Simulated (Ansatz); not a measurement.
Relaxation of CH5FOSSi2 (11 atoms, charge 0, multiplicity 1), to a largest force component of 0.015 eV/Å in at most 40 steps.

Computed with RKS B3LYP-D4/6-31G (Ansatz).

```xyz
11
Properties=species:S:1:pos:R:3:forces:R:3
F -0.935 1.107 1.217 -3.92 1.94 3.34
Si 0.139 0.582 0.211 6.31 0.06 -0.02
Si 1.397 -1.030 1.226 1.57 0.21 0.89
O -0.561 -0.022 -1.120 -2.90 -0.62 -2.99
C -1.731 0.517 -1.668 0.68 0.14 0.54
S -2.376 -0.193 -2.996 -0.63 0.05 -0.54
H 1.003 1.737 -0.221 -0.18 0.13 0.06
H 0.640 -2.170 1.679 -0.74 -0.84 0.31
H 2.131 -0.463 2.478 -0.48 -0.12 -0.68
H 2.478 -1.547 0.338 0.05 0.06 -0.23
H -2.120 1.425 -1.123 0.26 -1.00 -0.68
```

Where does it end, and by what steps?

It converged. The force dipped under the threshold on the way, but the program's further checks kept it going. Limits of this set-up: no polarisation functions. After 29 steps the energy has fallen by 0.939 eV; H11 moved furthest, 0.75 Å.

```csv
step,energy less start (eV),largest force component (eV/Å),accepted
0,0.0000,6.306,yes
2,-0.6450,1.705,no
4,-0.9248,0.242,yes
6,-0.9315,0.072,yes
8,-0.9333,0.071,yes
10,-0.9357,0.051,yes
12,-0.9358,0.058,yes
14,-0.9351,0.273,no
16,-0.9370,0.096,yes
18,-0.9380,0.013,yes
20,-0.9382,0.059,yes
22,-0.9384,0.057,yes
24,-0.9385,0.047,yes
26,-0.9386,0.039,yes
28,-0.9386,0.017,yes
29,-0.9386,0.010,yes
```

```xyz
11
Properties=species:S:1:pos:R:3
F -0.848 1.463 1.278
Si 0.373 0.838 0.266
Si 1.377 -1.072 1.213
O -0.442 0.305 -1.193
C -1.728 0.320 -1.610
S -2.230 -0.305 -3.071
H 1.239 1.988 -0.148
H 0.310 -2.082 1.493
H 2.079 -0.684 2.478
H 2.361 -1.606 0.220
H -2.425 0.779 -0.906
```

Whether the end is a true minimum wasn't checked by a vibrational analysis.

Time of the run: 6.3 min on 1 thread of Intel(R) Xeon(R) Processor @ 2.50GHz (Skylake/Cascade Lake), on a shared host, peak memory 0.21 GiB.
